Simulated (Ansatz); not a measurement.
Species: [Ti(CH3)2(SH)2] (charge 0, multiplicity 1), formula C2H8S2Ti.

Question: How many basis functions does frozen-core CCSD(T)/def2-TZVPP // BP86-D3(BJ)/def2-SVP in Ansatz (an electronic-structure program) use, how many core orbitals are frozen, and how many electrons are correlated?

Answer: 322 basis functions and 17 frozen orbitals, which leaves 40 correlated electrons. Core time is of the order of minutes.
